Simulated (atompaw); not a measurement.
## LDA (PW92) PAW (atompaw) dataset for Be (Z = 4), non-relativistic all-electron reference.

atompaw 4.2.0.5 input, output lines left out:

```
Be 4
LDA-PW loggrid 1500 logderivrange -10 5 376
2 2 0 0 0 0
2 0 1.75
2 1 0.25
0 0 0
v
v
v
1
3.00 2.75 2.40 1.65
n
y
1
n
custom rrkj gramschmidtortho besselshape
bessel
0.45
3.00
3.00
3.00
```

- Cutoffs needed: 230 Ry and 300 Ry (the cutoffs (Ry, on a coarse ladder) from which the occupation-weighted sum of valence levels, in a spherical-Bessel basis at the reference potential, stays within 10 and 1 mRy of its value at 400 Ry)
- Ghost test: no extra level below or beside the all-electron valence levels (s, p, d, f tested) (spherical-Bessel basis up to 400 Ry, 20 bohr box)
- Lowest eigenvalue of the overlap operator: 0.47 (p channel)
- Overlap eigenvalues printed by atompaw (projector basis): 0.29, 0.662, 3.24, 4.11
- Share of each valence orbital outside the PAW sphere: 1s 0 %, 2s 31 %, 2p 46 %
